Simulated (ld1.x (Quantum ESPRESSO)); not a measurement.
# What one change does to a pseudopotential (molybdenum, PAW)

- Element: Mo (Z = 42)
- Generator: ld1.x (Quantum ESPRESSO) 7.5
- Type: PAW
- Functional: PBEsol
- Relativity: scalar-relativistic
- Frozen core: [Kr]
- Valence charge: 6
- Reference configuration: 4d5 5s0.5 5p0 (charge +0.5)
- Partial waves: 5s (bound): rcut 2.45, rcutus 3.20 bohr; 5s channel at 0.4 Ry: rcut 2.45, rcutus 3.20 bohr; 5p (bound, empty): rcut 2.80, rcutus 2.95 bohr; 5p channel at 3.2 Ry: rcut 2.80, rcutus 2.95 bohr; 4d (bound): rcut 1.45, rcutus 1.70 bohr; 4d channel at 1.35 Ry: rcut 1.45, rcutus 1.70 bohr
- Local potential: all-electron potential smoothed inside 1.55 bohr (lloc = -1)
- Core correction: a·sin(br)/r model core, default radius (ld1.x builds one for every PAW set, though the input has nlcc=.false.)
- Augmentation charge: PSQ, radius 1.45 bohr

All-electron outer shells of the reference configuration (PBEsol, scalar-relativistic, ld1.x):

```
shell  level (eV)  outermost node (bohr)  outermost maximum (bohr)
   4p      -41.69                   0.52                      1.08
   4d       -6.96                   0.53                      1.38
   5s       -6.88                   1.34                      2.86
   5p       -3.31                   1.54                      3.71
```

Change: waves 5p (bound): rcut 2.00, rcutus 2.12 bohr; 5p channel at 3.2 Ry: rcut 2.00, rcutus 2.12 bohr.

Cutoffs: the cutoffs (Ry, on a coarse ladder) from which the occupation-weighted sum of valence levels, in a spherical-Bessel basis at the reference potential, stays within 10 and 1 mRy of its value at 400 Ry; they do not see the model core or the augmentation charge, which bear on the density cutoff. Errors are all-electron minus pseudo energies relative to the spin-unpolarised reference configuration.

Task: What does the change do?

Result: Both files keep a bound ghost (s); the number of tests that count goes from 7 to 6; the errors of the 6 common tests hardly move; the range in which the p phases agree widens (upper end 0.4 → at the end of the scan).

| quantity | base | changed |
| --- | --- | --- |
| cutoffs, loose and tight | 35 Ry, 55 Ry | not determined |
| bound ghosts | s | s (p not tested, overlap not positive) |
| tests counted (converged, no solver errors) | 7 of 7 | 6 of 7 |
| error for 4d5 5s1 5p0, meV [ΔE -2.74 eV] | +0.6 | +0.6 |
| error for 4d5 5s0 5p0, meV [ΔE 4.16 eV] | +2.9 | +2.9 |
| error for 4d4 5s0 5p0, meV [ΔE 19.62 eV] | -51 | -51 |
| error for 4d6 5s0 5p0, meV [ΔE -1.97 eV] | -17 | -17 |
| error for 4d4 5s2 5p0, meV [ΔE -2.56 eV] | -44 | -44 |
| error for 4d2 5s0 5p0, meV [ΔE 85.82 eV] | -1769 | -1769 |
| s: phases at 3.51 bohr within 0.05 rad from the reference energy up to (Ry; the scan ends near 5) | 2.1 | 2.1 |
| p: phases at 3.51 bohr within 0.05 rad from the reference energy up to (Ry; the scan ends near 5) | 0.4 | to the end of the scan |
| d: phases at 3.51 bohr within 0.05 rad from the reference energy up to (Ry; the scan ends near 5) | 4.5 | 4.5 |
| lowest overlap eigenvalue by channel | s 0.07, p 0.85, d 0.97 | s 0.07, p -0.37, d 0.97 |

Changed file: the overlap operator is not positive definite in a basis up to 400 Ry (lowest eigenvalue p -0.37), so the file is unfit for use: the generalised eigenproblem breaks down once the basis is large enough, and its test numbers describe a broken file. Tests not counted: 4d4 5s1 5p1 (solver errors, printed error -2.3 eV). A true bound ghost makes a file unfit for plane-wave use even where its test errors are small: the radial tests pick states by their node count and pass the ghost by. Where a test does run into it, the solver fails or the error is huge.
